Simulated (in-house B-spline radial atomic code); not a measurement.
**Removing one electron from Cu¹⁷⁺**

Closed shell [Ne] 3s2. Computed with a B-spline radial code for spherical atoms: Koopmans values of Dirac-Hartree-Fock plus a diagonal self-energy, in second order or with its direct term screened (direct RPA, with the hole-particle interaction, or full time-dependent Hartree-Fock), linearised in energy; no-pair Dirac-Coulomb Hamiltonian, finite nucleus. Shifts add to the Koopmans value (the ΔSCF shift is orbital relaxation alone); the final value takes TDHF screening with Breit and QED.

Command:
```bash
python run_mb.py task.json out
```
Settings (nuclear radius in fm, box in bohr, cutoff in hartree):
```
basis_form          2
Z                   29
core_configuration  [Ne] 3s2
rms_radius          3.8823
mass_number         63
speed_of_light      137.036
box_radius          5.188
lmax                7
intervals           60
virtual_cutoff      3364.0
```

Run time, properties included: 2.8 s on 1 thread of Arm Neoverse V2 (shared host).

Energies in eV:

```tsv
subshell	Koopmans	ΔSCF shift	second order	direct RPA	hole-particle	TDHF	Breit + QED	final
3s1/2	629.00	-0.182	?	?	?	?	?	?
```

(1) What does the self-energy do to 3s1/2?

## Answers

(1) It shifts the removal energy by 2.497 eV in second order, 1.459 with direct RPA, 1.844 with the hole-particle term and 2.337 with TDHF screening (quasi-particle weight 0.985); Breit and QED add -0.308 eV. The final value is 631.02 eV, against 632.5 ± 0.6 eV (NIST, semi-empirical). The mixing of s² with p² in the ground state is caught to low order only, which falls short in light ions.
